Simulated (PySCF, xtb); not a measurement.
C3H6ClIn, SMILES C=[CH][In]([CH3])[Cl].

GFN2-xTB (xtb 6.7.1) at its own geometry gives an orbital gap of 3.32 eV and a dipole moment of 3.92 D.

Geometry optimised at B3LYP-D3(BJ)/def2-SVP. The structure was generated by enumeration; whether it is a known compound was not checked. The def2 effective core potentials stand for the cores of In; spin–orbit coupling is left out. One conformer was computed; it need not be the lowest.

Problem. What does PBE/def2-TZVP (PySCF) give? (Estimate from the structure and the level; the computed values follow.)

Solution. gap 3.99 eV (levels -6.40 and -2.42 eV), dipole 3.71 D.
